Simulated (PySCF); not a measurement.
C2H7BO2, SMILES CCB(O)O.

Geometry: PBE0-D3(BJ)/def2-SVP. One conformer was computed; it need not be the lowest.

Calculation: PySCF with PBE0-D3(BJ)/def2-SVP.

Harmonic, unscaled wavenumbers; measured fundamentals usually lie a few per cent lower.

Question: List the normal modes with their intensities. (An estimate is asked for; the answer gives what the named calculation found.)

Answer: 
```tsv
mode	ν (cm⁻¹)	IR (km/mol)	moving atoms (share of kinetic energy)
1	23	0.1	H 46 %, C 28 %, O 26 %
2	197	2.2	O 39 %, C 32 %, H 24 %
3	208	0.1	H 86 %, C 9 %
4	400	11.1	O 45 %, C 26 %, H 24 %
5	441	11.7	H 61 %, B 34 %
6	487	16.9	O 43 %, C 23 %, H 22 %, B 11 %
7	513	149.8	H 90 %, O 10 %
8	634	65.0	H 80 %, O 13 %
9	751	14.8	O 35 %, C 33 %, H 26 %
10	770	37.3	H 56 %, B 28 %, C 13 %
11	980	23.0	H 83 %, C 15 %
12	1001	121.7	H 69 %, O 22 %
13	1005	3.0	H 68 %, C 19 %, B 12 %
14	1030	84.5	H 69 %, O 28 %
15	1087	5.5	C 62 %, H 34 %
16	1253	97.3	H 53 %, C 23 %, B 15 %, O 9 %
17	1258	1.2	H 81 %, C 18 %
18	1392	22.3	H 78 %, C 18 %
19	1421	178.5	H 45 %, B 34 %, C 14 %
20	1428	44.1	H 67 %, C 17 %, B 13 %
21	1464	177.7	B 49 %, H 32 %, O 15 %
22	1472	5.9	H 97 %
23	1481	121.0	H 66 %, B 24 %
24	3031	26.6	H 94 %
25	3057	27.9	H 97 %
26	3072	13.5	H 91 %, C 9 %
27	3146	24.4	H 90 %, C 10 %
28	3155	19.2	H 91 %, C 9 %
29	3890	72.6	H 94 %
30	3932	72.3	H 94 %
```
